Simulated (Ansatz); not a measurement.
```xyz
11

C    -1.445    2.792    0.897
Zn   -0.535    1.195    0.349
O     0.281   -0.281   -0.147
Al    1.350   -1.435   -0.717
N     0.908   -3.147   -0.707
H    -1.711    2.740    1.955
H    -2.361    2.930    0.319
H    -0.809    3.667    0.746
H     2.778   -1.052   -1.280
H     0.035   -3.525   -0.378
H     1.509   -3.884   -1.037
```

Total charge 0; spin multiplicity 1.

**Question.** List the PBE/def2-TZVPP orbital energies in eV (the Gaussian-basis code of Ansatz). (An estimate is asked.)

**Answer.** The calculation gave: Occupied: -9407.14, -1505.59, -1133.72, -999.50, -999.50, -999.43, -509.06, -379.33, -268.66, -125.88, -105.90, -83.27, -83.27, -83.13, -67.99, -67.80, -67.78, -22.28, -20.05, -16.81, -12.25, -11.59, -11.58, -11.41, -11.41, -11.33, -10.08, -9.49, -9.49, -8.74, -7.60, -7.20, -6.96, -6.46, -5.67. Lowest empty: -1.10, -0.35, -0.33, -0.25, 0.09, 0.83, 1.74, 2.20.
